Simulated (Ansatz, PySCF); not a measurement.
CH2Cl3FSi, SMILES FC[Si](Cl)(Cl)Cl. Atoms are numbered in the order given.

```xyz
8

F     -2.3176    -1.2430     0.0181
C     -1.8427     0.0088    -0.3223
Si     0.0186     0.1048    -0.0328
Cl     0.4528    -0.2311     1.9467
Cl     0.9945    -1.2873    -1.1858
Cl     0.6206     2.0019    -0.5684
H     -2.3505     0.7796     0.2852
H     -2.0616     0.2158    -1.3854
```

Geometry optimised at B3LYP-D3(BJ)/def2-SVP. One conformer was computed; it need not be the lowest.

Two levels are set side by side: PBE-D3(BJ)/def2-SVP (Ansatz, a first-principles code) and B3LYP-D3(BJ)/def2-SVP (Ansatz). Each level has its own optimised geometry; the coordinates shown are those of the second. Frequencies come from the Hessian of PySCF at each geometry. Differences are taken from unrounded values.

| quantity | B3LYP-D3(BJ) |
|---|---|
| mean bond length (Å) | 1.664 |
| bond F1–C2 (Å) | 1.381 |
| bond C2–Si3 (Å) | 1.886 |
| bond Si3–Cl4 (Å) | 2.054 |
| bond Si3–Cl5 (Å) | 2.054 |
| bond Si3–Cl6 (Å) | 2.061 |
| bond C2–H7 (Å) | 1.105 |
| bond C2–H8 (Å) | 1.105 |
| highest harmonic wavenumber (cm⁻¹) | 3085 |
| mean harmonic wavenumber (cm⁻¹) | 869 |
| zero-point energy (kcal/mol) | 22.36 |

### Question
What does PBE-D3(BJ) give, and how far is it from B3LYP-D3(BJ)? (An estimate is asked for; the answer gives what the named calculation found.)

### Answer

```csv
quantity,PBE-D3(BJ),PBE-D3(BJ) minus B3LYP-D3(BJ)
mean bond length (Å),1.671,0.007
bond F1–C2 (Å),1.385,0.003
bond C2–Si3 (Å),1.896,0.010
bond Si3–Cl4 (Å),2.061,0.006
bond Si3–Cl5 (Å),2.061,0.006
bond Si3–Cl6 (Å),2.067,0.006
bond C2–H7 (Å),1.114,0.009
bond C2–H8 (Å),1.114,0.009
highest harmonic wavenumber (cm⁻¹),3011,-75
mean harmonic wavenumber (cm⁻¹),844,-25
zero-point energy (kcal/mol),21.71,-0.65
```

Exact exchange shortens and stiffens bonds; PBE has none. Differences between two approximate levels are no errors against the true value.
